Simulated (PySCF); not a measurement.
Compound: C₃H₅Ga.
Geometry (PBE0-D3(BJ)/def2-SVP, Å), atoms numbered from 1 in this order:
```xyz
9
C3H5Ga angstrom
C     -1.0060   -1.7153   -0.3550
C     -0.2819   -0.4833   -0.1017
C      0.3300    0.5544    0.1119
Ga     1.2923    2.1676    0.4413
H     -0.3185   -2.5642   -0.4977
H     -1.6758   -1.9566    0.4853
H     -1.6272   -1.6260   -1.2602
H      2.8559    2.1110    0.4967
H      0.4888    3.4947    0.6459
```

Level: CAM-B3LYP/def2-SVPD in PySCF, non-relativistic, on one gas-phase PBE0-D3(BJ)/def2-SVP geometry that isn't relaxed in the solvent. The solvent is an IEF-PCM continuum (Bondi radii, 1.10 Å for H, scaled by 1.2), and excitations are vertical TDDFT with non-equilibrium linear response and a frozen core. Only the electrostatic response of the medium enters. Spin–orbit coupling is left out although an atom past zinc is present.

Gas-phase singlets (H = HOMO, L = LUMO):

```tsv
state	E (eV)	λ (nm)	f	leading configurations
S1	4.337	286	0.000	H→L 95%
S2	5.220	237	0.093	H-1→L 86%, H→L+3 10%
S3	5.672	219	0.000	H-2→L 94%
S4	6.423	193	0.017	H-3→L 98%
S5	6.501	191	0.000	H-1→L+3 88%
```

Q: How does the list change in acetone (ε = 20.49)?

A: 
```tsv
state	E (eV)	λ (nm)	f	leading configurations	change by rank (eV)
S1	4.579	271	0.000	H→L 94%	+0.242
S2	5.390	230	0.109	H-1→L 84%, H→L+3 10%	+0.170
S3	5.862	211	0.000	H-2→L 93%	+0.190
S4	6.534	190	0.000	H-1→L+3 88%	+0.111
S5	6.602	188	0.022	H-3→L 98%	+0.101
```

Q: The ground-state energy changes by -0.176 eV from gas to acetone. By how much does the total energy of gas-phase S1 change?

A: E(S1) = E(S0) + excitation energy, so it changes by -0.176 + 0.242 = +0.066 eV: it isn't lowered at all, while the ground state is. This is the vertical state, with the slow part of the continuum still set for S0.

Q: How do the frontier levels move from gas to acetone?

A: 
```tsv
orbital	gas (eV)	solvent (eV)	change (eV)	Löwdin shares, gas	Löwdin shares, solvent
LUMO+2	1.50	1.64	+0.14	C1 26 %, Ga4 23 %, C2 9 %, H6 8 %	Ga4 24 %, C1 22 %, C2 14 %, C3 9 %
LUMO+1	0.92	0.96	+0.04	Ga4 63 %, C1 10 %, C2 8 %, C3 5 %	Ga4 64 %, C2 8 %, C1 7 %, C3 6 %
LUMO	-0.85	-0.63	+0.22	Ga4 58 %, C3 14 %, H9 8 %, H8 8 %	Ga4 56 %, C3 15 %, C2 9 %, H9 8 %
HOMO	-8.72	-8.79	-0.07	C2 34 %, C3 34 %, Ga4 10 %, C1 7 %	C3 34 %, C2 33 %, Ga4 11 %, C1 7 %
HOMO-1	-9.07	-9.14	-0.07	C3 42 %, C2 38 %, C1 8 %, Ga4 6 %	C3 42 %, C2 38 %, C1 8 %, Ga4 6 %
HOMO-2	-10.24	-10.26	-0.02	Ga4 36 %, H8 22 %, H9 22 %, C3 11 %	Ga4 35 %, H8 22 %, H9 22 %, C3 12 %
HOMO-3	-11.03	-11.03	0.00	Ga4 36 %, C3 28 %, H9 14 %, H8 14 %	Ga4 36 %, C3 27 %, H9 14 %, H8 14 %
```

The HOMO–LUMO gap goes from 7.87 to 8.16 eV.
